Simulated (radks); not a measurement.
Values are calculated unless marked as measured or tabulated.
Spherical quantum dot in the effective-mass picture: electrons in a hard-walled sphere of radius 3.35, all in effective atomic units (hartree* = m*/eps^2 hartree, bohr* = eps/m* bohr), one dielectric constant everywhere. Level of theory: non-relativistic Kohn-Sham, r2SCAN, spin-polarised, spherical densities, generalised Kohn-Sham scheme (a radial shooting solver with Libxc functionals). Levels are named by radial order and angular momentum (1s, 1p, 1d, 2s, ...), and open shells are averaged over m. Results are scaled to m* = 0.136 and eps = 6, for which hartree* = 102.8 meV and bohr* = 2.335 nm. Each electron was tried in the lowest free levels, single moves between levels near the top were tried too, and the lowest total energy was kept; such a search can miss a lower state. At N = 1 the Hartree and exchange-correlation terms need not cancel, so that row can carry a self-interaction error.

N	open shells	2S	E (meV)	mu = E(N) - E(N-1) (meV)	addition energy mu(N+1) - mu(N) (meV)	rms radius (nm)
1	1s(up 1, down 0)	1	44.9682	44.968	49.43	4.176
2	none	0	139.365	94.396	80.25	4.351
3	1p(up 1, down 0)	1	314.007	174.64	36.57	4.632
4	1p(up 2, down 0)	2	525.214	211.21	38.46	4.784
5	1p(up 3, down 0)	3	774.876	249.66	54.04	4.888
6	1p(up 3, down 1)	2	1078.58	303.70	35.29	4.974
7	1p(up 3, down 2)	1	1417.57	338.99	37.09	5.044
8	none	0	1793.66	376.09	88.72	5.101
9	1d(up 1, down 0)	1	2258.47	464.81	36.14	5.176
10	1d(up 2, down 0)	2	2759.42	500.95	36.58	5.237
11	1d(up 3, down 0)	3	3296.95	537.53	36.83	5.290
12	1d(up 4, down 0)	4	3871.31	574.36	36.96	5.336
13	1d(up 5, down 0)	5	4482.62	611.31	51.30	5.376
14	1d(up 5, down 1)	4	5145.23	662.61	35.34	5.414
15	1d(up 5, down 2)	3	5843.19	697.95	35.83	5.448
16	1d(up 5, down 3)	2	6576.98	733.79	36.15	5.478
17	1d(up 5, down 4)	1	7346.92	769.94	36.34	5.506
18	none	0	8153.20	806.28	97.63	5.532
19	1f(up 1, down 0)	1	9057.11	903.91	35.51	5.563
20	1f(up 2, down 0)	2	9996.53	939.42	35.64	5.591
21	1f(up 3, down 0)	3	10971.6	975.06	35.76	5.617
22	1f(up 4, down 0)	4	11982.4	1010.8	35.85	5.641
23	1f(up 5, down 0)	5	13029.1	1046.7	35.91	5.664
24	1f(up 6, down 0)	6	14111.6	1082.6	35.94	5.685
25	1f(up 7, down 0)	7	15230.1	1118.5	49.70	5.705
26	1f(up 7, down 1)	6	16398.4	1168.2	35.04	5.724
27	1f(up 7, down 2)	5	17601.6	1203.3	35.17	5.742
28	1f(up 7, down 3)	4	18840.0	1238.4	35.31	5.759
29	1f(up 7, down 4)	3	20113.8	1273.7	35.42	5.775
30	1f(up 7, down 5)	2	21422.9	1309.2	35.50	5.791
31	1f(up 7, down 6)	1	22767.6	1344.7	-	5.806

All shells are closed at N = 2, 8, 18 (there: 1s2 1p6 1d10); the second difference of the energy has clear peaks (12 % above both neighbours; the first and last values, which can be the largest, are not judged, and half-filled shells can peak too) at N = 2, 5, 8, 13, 18, 25.
